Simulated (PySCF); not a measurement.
C3H9F2NSi2.
Structure used (GFN2-xTB), in Å, numbered top down from 1:
```xyz
17
C3H9F2NSi2 angstrom
C     -0.837   -1.598    0.432
C     -0.322   -0.717   -0.707
N     -1.021    0.549   -0.792
Si    -0.666    1.857    0.272
Si     1.441    1.042    0.739
C      1.169   -0.417   -0.519
F      1.845   -1.567   -0.204
F      1.694   -0.045   -1.736
H     -0.691   -1.093    1.385
H     -0.308   -2.547    0.448
H     -1.899   -1.789    0.296
H     -0.447   -1.249   -1.661
H     -1.929    0.458   -1.220
H     -0.844    3.080   -0.514
H     -1.562    1.945    1.444
H      2.663    1.713    0.301
H      1.707    0.388    2.025
```

NICS = −σ at a ghost point: NICS(0) at the centroid of the ring atoms, NICS(1) 1 Å to either side along the normal of their mean plane, zz for the tensor component along that normal. Level: GIAO PBE0/pcSseg-1 (PySCF, non-relativistic, gas phase) on the GFN2-xTB geometry, one conformer.

Ring bond lengths (Å), with Mayer bond orders in brackets: C2–N3 1.448 (0.94), N3–Si4 1.724 (1.00), Si4–Si5 2.308 (0.92), Si5–C6 1.946 (0.82), C6–C2 1.533 (0.95).

Problem. Give the NICS values of each ring in ppm.

Solution. 
| ring | type | NICS(0) | NICS(1), two faces | NICS(1)zz, two faces | rms pucker (Å) | centre to ring atoms, mean (Å) |
| --- | --- | --- | --- | --- | --- | --- |
| C2–N3–Si4–Si5–C6 | 5-membered ring with N and 2 Si; formal bonds all single | -5.0 | -2.9 / -2.6 | -0.8 / -2.0 | 0.17 | 1.49 |

Problem. What do they say, and how far can they be read as aromaticity?

Solution. 
- C2–N3–Si4–Si5–C6: mean NICS(1)zz -1.4 ppm, near zero. C2, Si4, Si5, C6 have four or more neighbours, so the value isn't read as a sign of a π ring current.

Problem. Give the inner angles of the rings and the Hirshfeld charges of the ring atoms.

Solution. 
- C2–N3–Si4–Si5–C6: C2 107.8° (-0.002 e), N3 121.9° (-0.242 e), Si4 92.6° (+0.281 e), Si5 90.4° (+0.226 e), C6 111.2° (+0.098 e); sum 523.8° against 540° for a flat convex ring.

Time: 60 s wall; peak memory 0.91 GiB. Hardware: an Arm Neoverse N1 with one thread, no GPU, shared host with 64 logical CPUs at a one-minute load of 63. This is the whole shielding run at PBE0/pcSseg-1, SCF included.
